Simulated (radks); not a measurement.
Results of a calculation; reference values are marked as such.
Ionisation of neutral lutetium, [Xe] 4f14 5d1 6s2, to [Xe] 4f14 6s2 as the strength of local exchange is varied. Code: a radial shooting solver on a logarithmic mesh with Libxc functionals. Model: Dirac Kohn-Sham, Slater X-alpha exchange (alpha = 2/3 is LDA exchange), no correlation, spin-unpolarised, spherical densities, finite nucleus; open shells fill j = l - 1/2 first; Fermi nuclear charge, rms radius 5.37 fm.

| alpha | E(Lu) (hartree) | exchange (hartree) | IE (eV) | -e of the level emptied (eV) | <r> of it (bohr) |
|---|---|---|---|---|---|
| 0.667 | -14563.2401 | -285.9667 | 4.583 | 1.110 (5d3/2) | 2.970 |
| 0.704 | -14579.1130 | -302.1967 | 4.908 | 1.343 (5d3/2) | 2.878 |
| 0.819 | -14628.5704 | -352.8830 | 5.984 | 2.158 (5d3/2) | 2.651 |
| 0.825 | -14631.1559 | -355.5375 | 6.043 | 2.204 (5d3/2) | 2.641 |
| 0.843 | -14638.9153 | -363.5071 | 6.221 | 2.344 (5d3/2) | 2.611 |
| 1.027 | -14718.4936 | -445.4843 | 8.164 | 3.929 (5d3/2) | 2.366 |
| 1.043 | -14725.4357 | -452.6567 | 8.344 | 4.079 (5d3/2) | 2.349 |

NIST Atomic Spectra Database: 5.426 eV (measured). The Delta-SCF value meets it near alpha = 0.76. Spin polarisation and multiplet splitting are left out, so open shells lie too high by an amount that depends on their filling.

Beside tabulated values, note that spin-unpolarised runs miss the spin-polarisation part of the exchange energy of open shells.
